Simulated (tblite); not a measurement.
A geometry optimisation, step by step.

Species: C6H11BP (doublet state).
Bonds: C1–C2, C2–B3, B3–P4, B3–C5, C5–C6 (double), C6–C7, C7–C8, C5–C8. Hydrogens: H9, H10, H11 on C1; H12 on C2; H13, H14 on P4; H15 on C6; H16, H17 on C7; H18, H19 on C8.
Bond orders are those of one Lewis drawing.

Computed with GFN2-xTB (tblite), gas phase: L-BFGS steps from a force-field or distance-geometry start until the largest atomic force falls under 0.01 eV/Å. 8 of its 133 geometries are shown.

Step 0: E = -599.0034 eV, largest atomic force 4.798 eV/Å
```
atom  x, y, z in Å  |  force x, y, z in eV/Å
C1     -2.383   -0.273    1.423   -1.231   0.475  -0.358
C2     -2.019    0.878    0.482    2.618  -1.174   0.726
B3     -0.920    0.426   -0.584   -0.739   0.562   0.491
P4     -1.428    0.365   -2.459    0.814  -0.593  -0.307
C5      0.544    0.117   -0.152   -0.540   0.506   1.497
C6      1.236    0.130    1.046   -1.015   0.139  -1.029
C7      2.493   -0.292    0.352    2.412  -0.099   4.146
C8      1.786   -0.301   -0.881   -1.935  -0.564  -4.164
H9     -3.170    0.074    2.129    0.477  -0.323  -0.329
H10    -1.515   -0.608    2.015   -0.294   0.108  -0.316
H11    -2.800   -1.126    0.838    0.424   0.529   0.480
H12    -1.637    1.736    1.077   -0.739  -0.208  -0.370
H13    -0.278    1.123   -2.883   -0.471  -0.587   0.173
H14    -0.803   -0.939   -2.672   -0.233   1.010   0.013
H15     0.977    0.366    2.079    0.158  -0.129  -0.502
H16     2.822   -1.304    0.697    0.322   0.867  -0.109
H17     3.283    0.490    0.411   -0.077  -0.809   0.228
H18     1.673   -1.327   -1.326    0.241   1.036  -0.174
H19     2.128    0.474   -1.596   -0.193  -0.748  -0.098
```

Step 19: E = -600.0712 eV, largest atomic force 0.387 eV/Å
```
atom  x, y, z in Å  |  force x, y, z in eV/Å
C1     -2.539   -0.269    1.420    0.064   0.059  -0.062
C2     -1.707    0.743    0.713   -0.044   0.020  -0.117
B3     -0.860    0.475   -0.508   -0.040   0.066  -0.102
P4     -1.473    0.166   -2.364   -0.177   0.024   0.343
C5      0.647    0.351   -0.253   -0.123  -0.155   0.086
C6      1.258    0.235    0.949    0.202  -0.010  -0.014
C7      2.542   -0.270    0.385    0.203  -0.093  -0.149
C8      1.851   -0.228   -0.997   -0.160   0.094   0.034
H9     -3.348    0.174    2.005   -0.022  -0.021  -0.165
H10    -1.883   -0.784    2.141   -0.122   0.023  -0.092
H11    -2.916   -1.026    0.732   -0.076   0.079   0.043
H12    -1.561    1.661    1.282    0.141  -0.211  -0.008
H13    -0.490    1.023   -2.859   -0.039  -0.095  -0.048
H14    -0.698   -0.958   -2.624    0.123   0.029   0.038
H15     0.936    0.412    1.964    0.111   0.043  -0.135
H16     2.839   -1.271    0.690    0.066  -0.046   0.179
H17     3.394    0.403    0.470    0.049   0.000   0.097
H18     1.645   -1.224   -1.409    0.117   0.275  -0.016
H19     2.354    0.395   -1.743   -0.272  -0.083   0.086
```

Step 38: E = -600.4701 eV, largest atomic force 0.220 eV/Å
```
atom  x, y, z in Å  |  force x, y, z in eV/Å
C1     -2.829   -0.158    1.208    0.008   0.039  -0.009
C2     -1.560    0.547    0.918   -0.031  -0.213  -0.046
B3     -0.762    0.374   -0.325    0.008  -0.058  -0.052
P4     -1.594   -0.209   -1.989    0.072   0.001  -0.013
C5      0.757    0.286   -0.141    0.074  -0.002   0.008
C6      1.530    0.334    0.970    0.144  -0.025  -0.039
C7      2.747   -0.217    0.302    0.082  -0.020  -0.121
C8      1.924   -0.153   -1.006    0.074  -0.010  -0.042
H9     -3.592    0.559    1.515   -0.108  -0.044   0.043
H10    -2.694   -0.864    2.038   -0.045   0.132  -0.133
H11    -3.162   -0.705    0.326   -0.103   0.011   0.065
H12    -1.163    1.101    1.756   -0.019   0.140   0.098
H13    -1.183    0.807   -2.847   -0.025   0.044   0.136
H14    -0.532   -1.008   -2.396   -0.001  -0.018  -0.029
H15     1.373    0.663    1.983   -0.036  -0.074  -0.027
H16     2.957   -1.247    0.599    0.071   0.073   0.052
H17     3.674    0.357    0.333   -0.039   0.053   0.040
H18     1.836   -1.085   -1.563   -0.093  -0.048   0.069
H19     2.264    0.625   -1.690   -0.033   0.017   0.000
```

Step 57: E = -600.6504 eV, largest atomic force 0.237 eV/Å
```
atom  x, y, z in Å  |  force x, y, z in eV/Å
C1     -3.057    0.001    1.070   -0.159  -0.049   0.087
C2     -1.632    0.407    0.963   -0.026  -0.046  -0.036
B3     -0.691    0.022   -0.120    0.043  -0.031   0.021
P4     -1.476   -0.460   -1.824    0.055   0.028  -0.029
C5      0.844    0.003    0.013    0.053   0.027   0.082
C6      1.731    0.189    1.018    0.041  -0.083   0.024
C7      2.942   -0.087    0.185   -0.006   0.030   0.044
C8      1.959   -0.239   -0.996   -0.059   0.026  -0.011
H9     -3.680    0.846    1.371   -0.016  -0.015   0.002
H10    -3.169   -0.763    1.848    0.042   0.077   0.024
H11    -3.459   -0.432    0.151    0.216   0.088  -0.043
H12    -1.323    1.053    1.778    0.068  -0.022   0.007
H13    -1.483    0.831   -2.338   -0.105  -0.024  -0.079
H14    -0.330   -0.804   -2.528    0.020   0.044   0.018
H15     1.666    0.428    2.067   -0.145  -0.008  -0.052
H16     3.446   -1.018    0.454    0.039   0.081  -0.024
H17     3.682    0.707    0.100   -0.001   0.040   0.017
H18     1.987   -1.219   -1.464   -0.099  -0.036  -0.099
H19     2.033    0.543   -1.756    0.038  -0.127   0.048
```

Step 75: E = -600.7157 eV, largest atomic force 0.128 eV/Å
```
atom  x, y, z in Å  |  force x, y, z in eV/Å
C1     -3.060    0.082    1.015    0.009  -0.068   0.077
C2     -1.603    0.360    0.991    0.020   0.113  -0.030
B3     -0.670   -0.025   -0.098   -0.002  -0.082   0.031
P4     -1.394   -0.552   -1.799    0.004   0.097  -0.083
C5      0.858   -0.081    0.060    0.027  -0.002  -0.027
C6      1.752    0.099    1.056    0.001  -0.063   0.002
C7      2.958   -0.046    0.181    0.027   0.034  -0.006
C8      1.954   -0.299   -0.969    0.059   0.018   0.003
H9     -3.642    0.974    1.272    0.068  -0.084  -0.038
H10    -3.260   -0.662    1.795   -0.088   0.045  -0.031
H11    -3.402   -0.325    0.061    0.024   0.054   0.075
H12    -1.249    0.912    1.857   -0.034  -0.017  -0.048
H13    -1.831    0.679   -2.279   -0.036  -0.090   0.034
H14    -0.241   -0.544   -2.571   -0.061   0.029   0.008
H15     1.667    0.286    2.111   -0.016   0.033   0.012
H16     3.639   -0.865    0.417   -0.076   0.026  -0.002
H17     3.537    0.871    0.057    0.045  -0.041   0.042
H18     1.984   -1.300   -1.399    0.042   0.021   0.024
H19     1.992    0.443   -1.766   -0.013  -0.025  -0.043
```

Step 94: E = -600.7556 eV, largest atomic force 0.084 eV/Å
```
atom  x, y, z in Å  |  force x, y, z in eV/Å
C1     -3.023    0.094    1.001    0.006  -0.014  -0.008
C2     -1.558    0.313    0.944    0.006   0.050   0.019
B3     -0.642   -0.091   -0.156   -0.009   0.017   0.025
P4     -1.385   -0.621   -1.836   -0.004  -0.023   0.011
C5      0.887   -0.107    0.014   -0.026  -0.019  -0.034
C6      1.727    0.108    1.048   -0.016   0.030  -0.014
C7      2.977   -0.043    0.242   -0.001  -0.002  -0.056
C8      2.038   -0.310   -0.959   -0.001  -0.012   0.003
H9     -3.549    1.032    1.188   -0.025   0.013   0.013
H10    -3.268   -0.575    1.830   -0.020  -0.003   0.011
H11    -3.394   -0.349    0.078   -0.019  -0.048  -0.013
H12    -1.183    0.877    1.792    0.038  -0.001  -0.007
H13    -2.235    0.438   -2.109   -0.032   0.016   0.000
H14    -0.397   -0.181   -2.695    0.054   0.015  -0.062
H15     1.573    0.332    2.089    0.036  -0.011   0.020
H16     3.619   -0.877    0.521    0.017  -0.031   0.022
H17     3.588    0.854    0.146    0.025   0.041   0.038
H18     2.116   -1.310   -1.384   -0.028   0.015   0.003
H19     2.098    0.427   -1.760   -0.001  -0.031   0.028
```

Step 113: E = -600.7604 eV, largest atomic force 0.018 eV/Å
```
atom  x, y, z in Å  |  force x, y, z in eV/Å
C1     -3.009    0.066    1.022   -0.008   0.005   0.005
C2     -1.555    0.342    0.919   -0.006   0.006   0.005
B3     -0.644   -0.050   -0.187   -0.001   0.006   0.001
P4     -1.371   -0.597   -1.871    0.008  -0.014   0.006
C5      0.884   -0.074   -0.003   -0.001  -0.007   0.006
C6      1.714    0.124    1.045   -0.002  -0.003  -0.008
C7      2.973   -0.063    0.259   -0.005  -0.001  -0.001
C8      2.045   -0.311   -0.955   -0.010   0.001  -0.007
H9     -3.571    0.989    1.184   -0.009   0.006  -0.014
H10    -3.209   -0.571    1.888    0.002  -0.008  -0.004
H11    -3.386   -0.435    0.131    0.014  -0.009  -0.001
H12    -1.172    0.925    1.750   -0.008   0.001   0.006
H13    -2.278    0.419   -2.131   -0.008   0.009   0.011
H14    -0.414   -0.107   -2.745    0.011   0.008   0.009
H15     1.556    0.346    2.086    0.011   0.004  -0.007
H16     3.585   -0.915    0.553    0.003  -0.005   0.007
H17     3.611    0.817    0.179    0.003   0.003  -0.003
H18     2.098   -1.316   -1.372   -0.005   0.001  -0.006
H19     2.135    0.418   -1.759    0.010  -0.003  -0.005
```

Step 132: E = -600.7632 eV, largest atomic force 0.010 eV/Å
```
atom  x, y, z in Å  |  force x, y, z in eV/Å
C1     -3.015    0.042    1.006   -0.005  -0.005   0.003
C2     -1.569    0.364    0.929    0.000  -0.004   0.001
B3     -0.637   -0.020   -0.163    0.000   0.000  -0.001
P4     -1.347   -0.578   -1.853    0.002  -0.003   0.002
C5      0.892   -0.047    0.012   -0.002  -0.003   0.003
C6      1.739    0.143    1.046   -0.001  -0.001  -0.002
C7      2.983   -0.085    0.246   -0.001  -0.001   0.004
C8      2.033   -0.315   -0.954   -0.002   0.001   0.001
H9     -3.616    0.951    1.099    0.008  -0.003  -0.003
H10    -3.218   -0.555    1.898   -0.006   0.003   0.002
H11    -3.345   -0.519    0.132   -0.001   0.000  -0.001
H12    -1.220    0.968    1.760    0.004   0.000  -0.006
H13    -2.293    0.407   -2.095    0.004   0.005  -0.004
H14    -0.406   -0.038   -2.715   -0.008   0.004   0.004
H15     1.601    0.381    2.086    0.006   0.002  -0.003
H16     3.571   -0.954    0.540    0.005   0.000   0.006
H17     3.649    0.774    0.153   -0.005   0.002  -0.002
H18     2.057   -1.321   -1.371   -0.005   0.002   0.001
H19     2.131    0.411   -1.761    0.005   0.000  -0.005
```

Q: Summarise the path.

A: The energy falls by 1.7598 eV from step 0 to step 132; nine tenths of that is first reached at step 50. It falls at every step. The largest force goes from 4.798 to 0.010 eV/Å. Among the bonds C7–C8 changes most, from 1.421 to 1.547 Å; the atoms move by 0.997 Å rms after alignment.

Q: Follow the three bonds and two angles with the largest change from start to end.

A: 
```tsv
step	E above end (eV)	largest force (eV/Å)	C7–C8 (Å)	C2–B3 (Å)	P4–H14 (Å)	C1–C2–B3 (°)	B3–C2–H12 (°)
0	1.7598	4.798	1.421	1.597	1.461	111.1	109.9
6	0.9122	0.413	1.537	1.517	1.393	121.2	118.5
11	0.8313	0.298	1.557	1.513	1.380	121.8	118.7
17	0.7262	0.296	1.545	1.513	1.400	125.0	120.7
23	0.5693	0.476	1.546	1.498	1.396	127.2	116.8
29	0.4188	0.280	1.554	1.490	1.387	127.8	116.8
34	0.3274	0.224	1.547	1.489	1.393	125.4	121.3
40	0.2785	0.258	1.548	1.488	1.391	124.7	120.7
46	0.2072	0.256	1.548	1.490	1.390	124.9	120.8
52	0.1566	0.174	1.550	1.491	1.391	126.6	121.5
57	0.1128	0.237	1.544	1.486	1.389	126.1	121.4
63	0.0811	0.152	1.547	1.484	1.390	126.0	119.8
69	0.0641	0.176	1.550	1.487	1.387	124.8	121.9
75	0.0475	0.128	1.547	1.485	1.388	125.5	120.8
80	0.0359	0.097	1.545	1.486	1.385	125.8	120.5
86	0.0256	0.080	1.548	1.487	1.385	125.4	121.2
92	0.0113	0.102	1.549	1.486	1.382	126.5	120.5
98	0.0059	0.038	1.547	1.487	1.384	126.5	120.1
103	0.0048	0.033	1.548	1.487	1.385	126.7	119.9
109	0.0033	0.024	1.548	1.487	1.386	126.9	119.7
115	0.0025	0.024	1.548	1.486	1.385	127.2	119.7
121	0.0016	0.028	1.547	1.487	1.386	126.9	120.0
126	0.0006	0.045	1.548	1.486	1.386	126.6	120.3
132	0.0000	0.010	1.547	1.486	1.386	126.4	120.4
```

The cost below is that of the whole relaxation. Hardware: one thread, Arm Neoverse V1 (aarch64), no GPU, shared host. Cost: 1.1 s wall.
